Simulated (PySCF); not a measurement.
C5H5NO.
SMILES: `O=Cn1cccc1`

Torsions of this conformer, `[O:1]=[CH:2][n:3]1[cH:4][cH:5][cH:6][cH:7]1`: O1–C2–N3–C4 180°.

The closed-shell ground state was solved at several levels (PySCF, density fitting, gas phase, non-relativistic). One conformer (not necessarily the lowest) at the PBE0-D3(BJ)/def2-SVP geometry, without solvent, vibrations or thermal averaging.

| level | basis functions | total energy (Eh) | HOMO (eV) | LUMO (eV) | gap (eV) | dipole (D) |
| --- | --- | --- | --- | --- | --- | --- |
| PBE0/pcSseg-1 | 144 | -323.0993 | -6.85 | -1.20 | 5.65 | 2.40 |
| B3LYP/pcJ-1 | 239 | -323.5151 | -6.61 | -1.40 | 5.21 | 2.43 |
| CAM-B3LYP/pcSseg-2 | 322 | -323.4740 | -8.12 | -0.17 | 7.95 | 2.51 |

(1) What might PBE0/def2-SVPD (183 basis functions) give for the same quantities?

(2) Over all these levels, which gives the widest orbital gap and which the narrowest?

(3) How far do the dipole and the HOMO energy spread over the levels?

Results:

(1) Total energy -322.9190 Eh, HOMO -6.88 eV, LUMO -1.34 eV, gap 5.54 eV, dipole 2.50 D.

(2) CAM-B3LYP/pcSseg-2 (range-separated hybrid) has the widest, 7.95 eV, and B3LYP/pcJ-1 (global hybrid, 20 % exact exchange) the narrowest, 5.21 eV. Functional and basis both differ between the two, so the spread mixes both effects.

(3) The dipole runs from 2.40 to 2.51 D (mean 2.46 D) and the HOMO from -8.12 to -6.61 eV.
